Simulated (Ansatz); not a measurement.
(CdS)n off: PBE-D4/def2-TZVP single points in Ansatz on relaxed structures, gas phase. Each cluster is the lowest isomer that a short search found in that spin, judged at the geometry's level, and lower ones may exist. Core potentials for Cd, no spin–orbit coupling. Binding counts from free atoms in the multiplicity of their measured ground term, without zero-point energy. The structures are stationary points that may keep the symmetry of their start.

Q: Estimate the order by gap (eV), lowest first.
A. Cd3S4 (singlet)
B. Cd4S5 (singlet)
C. Cd6S5 (singlet)

A: C (0.95), B (1.31), A (2.45).

In full:

| species | atoms | state | geometry | HOMO (eV) | LUMO (eV) | gap (eV) | binding per atom (eV) | point group (within 0.1 Å) |
| --- | --- | --- | --- | --- | --- | --- | --- | --- |
| Cd3S4 | 7 | singlet | PBE-D4/def2-SVP | -5.58 | -3.13 | 2.45 | 2.12 | – |
| Cd4S5 | 9 | singlet | PBE-D4/def2-SVP | -5.31 | -4.00 | 1.31 | 2.12 | Cs |
| Cd6S5 | 11 | singlet | PBE-D4/def2-SVP | -4.82 | -3.88 | 0.95 | 1.69 | – |

The gap (eV) runs from 0.95 (Cd6S5) to 2.45 (Cd3S4). The binding per atom (eV) runs from 1.69 (Cd6S5) to 2.12 (Cd3S4).
